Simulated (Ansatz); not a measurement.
Calculated with Ansatz (gas phase, PBE0-D4/def2-TZVP geometries, no zero-point term in ΔE). CCSD(T)/CBS adds triple-zeta CCSD(T) − MP2 to the extrapolated MP2 energy (def2 sets, frozen cores). Functionals use def2-TZVPP. Each species was taken in one conformer, which may not be the lowest.

Consider the redistribution: `BOC[SiH2]Cl` + `CB(O)C=O` → `BB(C)O` + `O=COC[SiH2]Cl`.

```tsv
species	B2PLYP energy (Eh)
`BOC[SiH2]Cl`	-891.26554
`CB(O)C=O`	-254.47690
`BB(C)O`	-166.57607
`O=COC[SiH2]Cl`	-979.11263
```

Task: Work out ΔE.

Result: ΔE = (-166.57607) + (-979.11263) − (-891.26554) − (-254.47690) = 0.05374 Eh = +141.1 kJ/mol. CCSD(T)/CBS gives +143.1 kJ/mol.

Largest T1 diagnostic among the species: 0.015.

In def2-TZVPP, CCSD(T) changes the Hartree–Fock value by +4.3 kJ/mol (the triples alone add −0.5 kJ/mol) and MP2 by +5.5 kJ/mol.
